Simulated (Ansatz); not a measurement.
**Molecular dynamics of H$_{4}$O$_{2}$Zn**

input.yaml

```yaml
crystal:
  periodic: [false, false, false]
  atoms:
    - { symbol: Zn, position_ang: [0.136128, 0.03474, -0.399001] }
    - { symbol: O, position_ang: [0.457265, -0.286991, 1.473816] }
    - { symbol: O, position_ang: [0.549736, -0.398978, -2.07358] }
    - { symbol: H, position_ang: [-0.539282, 0.545172, 1.238809] }
    - { symbol: H, position_ang: [-1.01346, 1.115219, 0.589504] }
    - { symbol: H, position_ang: [0.317237, -1.142343, 1.906646] }
    - { symbol: H, position_ang: [0.092375, 0.133282, -2.736193] }
basis:
  gaussian: { orbitals: def2-SVP }
hamiltonian:
  xc: r2scan
md:
  timestep: 0.5
  n_steps: 200
  ensemble: nve
  temperature: 100.0
  initial_velocities: maxwell_boltzmann
  seed: 4132
```

Launched with:

```bash
$ ansatz run input.yaml --threads 2 --pin off --max-ram 3072MiB --backend cpu --events-out ev --progress --plain --runs-dir out
```

It starts at the highest image of a converged band, a first-order saddle point between two minima.

Output, in part (one step line in 3, the closing report, with atoms numbered from 0):

```
md step     0: t =     0.00 fs  T =   100.0 K  F+E_penalty+E_count = -52565.45798557 eV  E_kin = 0.064630 eV  conserved = -52565.39335557 eV  (26 SCF iters)
md step     3: t =     1.50 fs  T =    76.0 K  F+E_penalty+E_count = -52565.44204354 eV  E_kin = 0.049119 eV  conserved = -52565.39292443 eV  (30 SCF iters)
md step     6: t =     3.00 fs  T =    69.1 K  F+E_penalty+E_count = -52565.43766414 eV  E_kin = 0.044658 eV  conserved = -52565.39300640 eV  (31 SCF iters)
md step     9: t =     4.50 fs  T =    71.7 K  F+E_penalty+E_count = -52565.43956383 eV  E_kin = 0.046328 eV  conserved = -52565.39323565 eV  (31 SCF iters)
md step    12: t =     6.00 fs  T =    48.6 K  F+E_penalty+E_count = -52565.42429284 eV  E_kin = 0.031441 eV  conserved = -52565.39285230 eV  (31 SCF iters)
md step    15: t =     7.50 fs  T =    56.0 K  F+E_penalty+E_count = -52565.42924351 eV  E_kin = 0.036188 eV  conserved = -52565.39305587 eV  (31 SCF iters)
md step    18: t =     9.00 fs  T =    60.2 K  F+E_penalty+E_count = -52565.43222650 eV  E_kin = 0.038920 eV  conserved = -52565.39330657 eV  (31 SCF iters)
md step    21: t =    10.50 fs  T =    28.9 K  F+E_penalty+E_count = -52565.41147607 eV  E_kin = 0.018696 eV  conserved = -52565.39277978 eV  (30 SCF iters)
md step    24: t =    12.00 fs  T =    37.9 K  F+E_penalty+E_count = -52565.41757630 eV  E_kin = 0.024480 eV  conserved = -52565.39309620 eV  (31 SCF iters)
md step    27: t =    13.50 fs  T =    46.5 K  F+E_penalty+E_count = -52565.42318099 eV  E_kin = 0.030028 eV  conserved = -52565.39315255 eV  (31 SCF iters)
md step    30: t =    15.00 fs  T =    40.9 K  F+E_penalty+E_count = -52565.41923835 eV  E_kin = 0.026432 eV  conserved = -52565.39280592 eV  (30 SCF iters)
md step    33: t =    16.50 fs  T =    73.2 K  F+E_penalty+E_count = -52565.44042479 eV  E_kin = 0.047298 eV  conserved = -52565.39312713 eV  (31 SCF iters)
md step    36: t =    18.00 fs  T =    92.7 K  F+E_penalty+E_count = -52565.45313668 eV  E_kin = 0.059929 eV  conserved = -52565.39320726 eV  (30 SCF iters)
md step    39: t =    19.50 fs  T =    94.8 K  F+E_penalty+E_count = -52565.45394897 eV  E_kin = 0.061239 eV  conserved = -52565.39270953 eV  (30 SCF iters)
md step    42: t =    21.00 fs  T =   151.9 K  F+E_penalty+E_count = -52565.49126684 eV  E_kin = 0.098173 eV  conserved = -52565.39309387 eV  (30 SCF iters)
md step    45: t =    22.50 fs  T =   218.6 K  F+E_penalty+E_count = -52565.53418964 eV  E_kin = 0.141269 eV  conserved = -52565.39292113 eV  (30 SCF iters)
md step    48: t =    24.00 fs  T =   317.6 K  F+E_penalty+E_count = -52565.59816123 eV  E_kin = 0.205250 eV  conserved = -52565.39291108 eV  (30 SCF iters)
md step    51: t =    25.50 fs  T =   447.3 K  F+E_penalty+E_count = -52565.68303645 eV  E_kin = 0.289072 eV  conserved = -52565.39396420 eV  (29 SCF iters)
md step    54: t =    27.00 fs  T =   483.2 K  F+E_penalty+E_count = -52565.70547882 eV  E_kin = 0.312315 eV  conserved = -52565.39316343 eV  (26 SCF iters)
md step    57: t =    28.50 fs  T =   578.6 K  F+E_penalty+E_count = -52565.76718411 eV  E_kin = 0.373944 eV  conserved = -52565.39323990 eV  (28 SCF iters)
md step    60: t =    30.00 fs  T =   699.1 K  F+E_penalty+E_count = -52565.84661390 eV  E_kin = 0.451839 eV  conserved = -52565.39477527 eV  (28 SCF iters)
md step    63: t =    31.50 fs  T =   615.9 K  F+E_penalty+E_count = -52565.79101270 eV  E_kin = 0.398055 eV  conserved = -52565.39295810 eV  (28 SCF iters)
md step    66: t =    33.00 fs  T =   618.0 K  F+E_penalty+E_count = -52565.79172575 eV  E_kin = 0.399393 eV  conserved = -52565.39233304 eV  (28 SCF iters)
md step    69: t =    34.50 fs  T =   812.3 K  F+E_penalty+E_count = -52565.91943147 eV  E_kin = 0.524996 eV  conserved = -52565.39443536 eV  (27 SCF iters)
md step    72: t =    36.00 fs  T =   850.4 K  F+E_penalty+E_count = -52565.94358740 eV  E_kin = 0.549593 eV  conserved = -52565.39399425 eV  (28 SCF iters)
md step    75: t =    37.50 fs  T =   842.8 K  F+E_penalty+E_count = -52565.93727227 eV  E_kin = 0.544695 eV  conserved = -52565.39257767 eV  (28 SCF iters)
md step    78: t =    39.00 fs  T =   946.6 K  F+E_penalty+E_count = -52566.00703679 eV  E_kin = 0.611785 eV  conserved = -52565.39525216 eV  (28 SCF iters)
md step    81: t =    40.50 fs  T =   794.7 K  F+E_penalty+E_count = -52565.90658705 eV  E_kin = 0.513603 eV  conserved = -52565.39298445 eV  (27 SCF iters)
md step    84: t =    42.00 fs  T =   719.4 K  F+E_penalty+E_count = -52565.85719662 eV  E_kin = 0.464935 eV  conserved = -52565.39226185 eV  (27 SCF iters)
md step    87: t =    43.50 fs  T =   852.6 K  F+E_penalty+E_count = -52565.94564009 eV  E_kin = 0.551047 eV  conserved = -52565.39459322 eV  (28 SCF iters)
md step    90: t =    45.00 fs  T =   821.9 K  F+E_penalty+E_count = -52565.92467479 eV  E_kin = 0.531169 eV  conserved = -52565.39350590 eV  (28 SCF iters)
md step    93: t =    46.50 fs  T =   829.1 K  F+E_penalty+E_count = -52565.92852302 eV  E_kin = 0.535825 eV  conserved = -52565.39269836 eV  (28 SCF iters)
md step    96: t =    48.00 fs  T =   957.6 K  F+E_penalty+E_count = -52566.01423330 eV  E_kin = 0.618890 eV  conserved = -52565.39534344 eV  (28 SCF iters)
md step    99: t =    49.50 fs  T =   819.0 K  F+E_penalty+E_count = -52565.92214516 eV  E_kin = 0.529335 eV  conserved = -52565.39281016 eV  (27 SCF iters)
md step   102: t =    51.00 fs  T =   792.0 K  F+E_penalty+E_count = -52565.90432626 eV  E_kin = 0.511863 eV  conserved = -52565.39246367 eV  (27 SCF iters)
md step   105: t =    52.50 fs  T =   940.6 K  F+E_penalty+E_count = -52566.00288051 eV  E_kin = 0.607896 eV  conserved = -52565.39498404 eV  (28 SCF iters)
md step   108: t =    54.00 fs  T =   891.4 K  F+E_penalty+E_count = -52565.96898458 eV  E_kin = 0.576125 eV  conserved = -52565.39285988 eV  (28 SCF iters)
md step   111: t =    55.50 fs  T =   989.2 K  F+E_penalty+E_count = -52566.03250174 eV  E_kin = 0.639317 eV  conserved = -52565.39318436 eV  (29 SCF iters)
md step   114: t =    57.00 fs  T =  1178.2 K  F+E_penalty+E_count = -52566.15689461 eV  E_kin = 0.761495 eV  conserved = -52565.39539988 eV  (28 SCF iters)
md step   117: t =    58.50 fs  T =  1083.7 K  F+E_penalty+E_count = -52566.09312343 eV  E_kin = 0.700410 eV  conserved = -52565.39271339 eV  (27 SCF iters)
md step   120: t =    60.00 fs  T =  1114.4 K  F+E_penalty+E_count = -52566.11310017 eV  E_kin = 0.720213 eV  conserved = -52565.39288705 eV  (28 SCF iters)
md step   123: t =    61.50 fs  T =  1237.2 K  F+E_penalty+E_count = -52566.19509923 eV  E_kin = 0.799620 eV  conserved = -52565.39547922 eV  (28 SCF iters)
md step   126: t =    63.00 fs  T =  1101.3 K  F+E_penalty+E_count = -52566.10396148 eV  E_kin = 0.711751 eV  conserved = -52565.39221046 eV  (28 SCF iters)
md step   129: t =    64.50 fs  T =  1177.6 K  F+E_penalty+E_count = -52566.15494227 eV  E_kin = 0.761085 eV  conserved = -52565.39385763 eV  (28 SCF iters)
md step   132: t =    66.00 fs  T =  1274.2 K  F+E_penalty+E_count = -52566.21832041 eV  E_kin = 0.823487 eV  conserved = -52565.39483313 eV  (28 SCF iters)
md step   135: t =    67.50 fs  T =  1165.8 K  F+E_penalty+E_count = -52566.14593198 eV  E_kin = 0.753446 eV  conserved = -52565.39248638 eV  (28 SCF iters)
md step   138: t =    69.00 fs  T =  1224.8 K  F+E_penalty+E_count = -52566.18503329 eV  E_kin = 0.791611 eV  conserved = -52565.39342277 eV  (28 SCF iters)
md step   141: t =    70.50 fs  T =  1283.2 K  F+E_penalty+E_count = -52566.22481806 eV  E_kin = 0.829327 eV  conserved = -52565.39549128 eV  (28 SCF iters)
md step   144: t =    72.00 fs  T =  1089.2 K  F+E_penalty+E_count = -52566.09591723 eV  E_kin = 0.703953 eV  conserved = -52565.39196422 eV  (28 SCF iters)
md step   147: t =    73.50 fs  T =  1126.2 K  F+E_penalty+E_count = -52566.12205210 eV  E_kin = 0.727875 eV  conserved = -52565.39417729 eV  (26 SCF iters)
md step   150: t =    75.00 fs  T =  1132.8 K  F+E_penalty+E_count = -52566.12631054 eV  E_kin = 0.732114 eV  conserved = -52565.39419629 eV  (26 SCF iters)
md step   153: t =    76.50 fs  T =  1038.1 K  F+E_penalty+E_count = -52566.06319585 eV  E_kin = 0.670913 eV  conserved = -52565.39228263 eV  (26 SCF iters)
md step   156: t =    78.00 fs  T =  1153.0 K  F+E_penalty+E_count = -52566.13878054 eV  E_kin = 0.745160 eV  conserved = -52565.39362087 eV  (26 SCF iters)
md step   159: t =    79.50 fs  T =  1238.5 K  F+E_penalty+E_count = -52566.19558901 eV  E_kin = 0.800421 eV  conserved = -52565.39516828 eV  (28 SCF iters)
md step   162: t =    81.00 fs  T =  1113.7 K  F+E_penalty+E_count = -52566.11185146 eV  E_kin = 0.719772 eV  conserved = -52565.39207955 eV  (29 SCF iters)
md step   165: t =    82.50 fs  T =  1180.1 K  F+E_penalty+E_count = -52566.15715321 eV  E_kin = 0.762699 eV  conserved = -52565.39445441 eV  (28 SCF iters)
md step   168: t =    84.00 fs  T =  1149.9 K  F+E_penalty+E_count = -52566.13699651 eV  E_kin = 0.743209 eV  conserved = -52565.39378786 eV  (28 SCF iters)
md step   171: t =    85.50 fs  T =  1077.8 K  F+E_penalty+E_count = -52566.08880562 eV  E_kin = 0.696564 eV  conserved = -52565.39224175 eV  (29 SCF iters)
md step   174: t =    87.00 fs  T =  1217.8 K  F+E_penalty+E_count = -52566.18103443 eV  E_kin = 0.787063 eV  conserved = -52565.39397193 eV  (28 SCF iters)
md step   177: t =    88.50 fs  T =  1284.9 K  F+E_penalty+E_count = -52566.22495950 eV  E_kin = 0.830447 eV  conserved = -52565.39451239 eV  (28 SCF iters)
md step   180: t =    90.00 fs  T =  1232.1 K  F+E_penalty+E_count = -52566.18892294 eV  E_kin = 0.796299 eV  conserved = -52565.39262398 eV  (28 SCF iters)
md step   183: t =    91.50 fs  T =  1294.3 K  F+E_penalty+E_count = -52566.23133255 eV  E_kin = 0.836532 eV  conserved = -52565.39480054 eV  (28 SCF iters)
md step   186: t =    93.00 fs  T =  1175.5 K  F+E_penalty+E_count = -52566.15316561 eV  E_kin = 0.759732 eV  conserved = -52565.39343377 eV  (28 SCF iters)
md step   189: t =    94.50 fs  T =  1066.2 K  F+E_penalty+E_count = -52566.08129609 eV  E_kin = 0.689062 eV  conserved = -52565.39223441 eV  (27 SCF iters)
md step   192: t =    96.00 fs  T =  1173.4 K  F+E_penalty+E_count = -52566.15242509 eV  E_kin = 0.758345 eV  conserved = -52565.39407992 eV  (28 SCF iters)
md step   195: t =    97.50 fs  T =  1199.7 K  F+E_penalty+E_count = -52566.16942844 eV  E_kin = 0.775376 eV  conserved = -52565.39405218 eV  (28 SCF iters)
md step   198: t =    99.00 fs  T =  1169.4 K  F+E_penalty+E_count = -52566.14854382 eV  E_kin = 0.755767 eV  conserved = -52565.39277640 eV  (28 SCF iters)
md step   200: t =   100.00 fs  T =  1226.4 K  F+E_penalty+E_count = -52566.18713378 eV  E_kin = 0.792618 eV  conserved = -52565.39451556 eV  (27 SCF iters)
Total energy: -52566.18714846 eV, -1931.7717470645 hartree
Atom 0 at    -0.126985     0.303667    -0.639135 Å, force     0.108982     0.003585     0.334945 eV/Å
Atom 1 at     0.898512    -0.904689     1.816839 Å, force    -1.848694     0.061232    -0.946583 eV/Å
Atom 2 at     0.988252    -0.785185    -1.495329 Å, force    -0.258967    -0.049363    -0.250138 eV/Å
Atom 3 at     0.633986    -0.096226     2.253736 Å, force    -0.055232     0.385075     0.382122 eV/Å
Atom 4 at    -1.044768     1.386723    -0.054006 Å, force     0.172090    -0.245677     0.004235 eV/Å
Atom 5 at     1.792595    -1.030846     2.061715 Å, force     1.668896    -0.183133     0.330770 eV/Å
Atom 6 at     0.577210    -1.117199    -2.309786 Å, force     0.212923     0.028281     0.144649 eV/Å
Dipole moment:    -0.009790     0.186462     0.285351 e Å
```

All steps were run. The conserved energy stayed within 0.33 meV per atom of its start (net change -0.17 meV per atom), so the integration is sound. The kinetic energy rose, since the run started high on the potential surface and went downhill. It ends in pieces (H2O + H2OZn), so much of that is their flight and rotation, not heat. A run of 0.1 ps of so small a system gives no equilibrium averages. The orbitals stay closed-shell, which can raise the energy where a bond breaks towards radicals; this wasn't checked here.

Between its relaxed ends the band would form Zn1–H5, O2–H4 and break H4–H5. These pairs go: Zn1–H5 1.86 → 1.54 Å, O2–H4 1.32 → 0.96 Å, H4–H5 0.99 → 3.22 Å. In the last frame they stand as after the step (other bonds may differ from the relaxed reactants and products). Also parted: Zn1–O2 1.93 → 2.92 Å, Zn1–H4 1.84 → 3.02 Å. It ends as H2O + H2OZn. Pairs count as bonded within 1.25 times the sum of covalent radii (0.12 Å more for H–H).

Last frame:

```xyz
7
Properties=species:S:1:pos:R:3
Zn -0.127 0.304 -0.639
O 0.898 -0.905 1.817
O 0.988 -0.785 -1.495
H 0.634 -0.096 2.254
H -1.045 1.387 -0.054
H 1.793 -1.031 2.062
H 0.577 -1.117 -2.310
```

Time of the run: 7.2 min on 2 threads of Arm Neoverse V1 (shared host), peak memory 0.15 GiB.
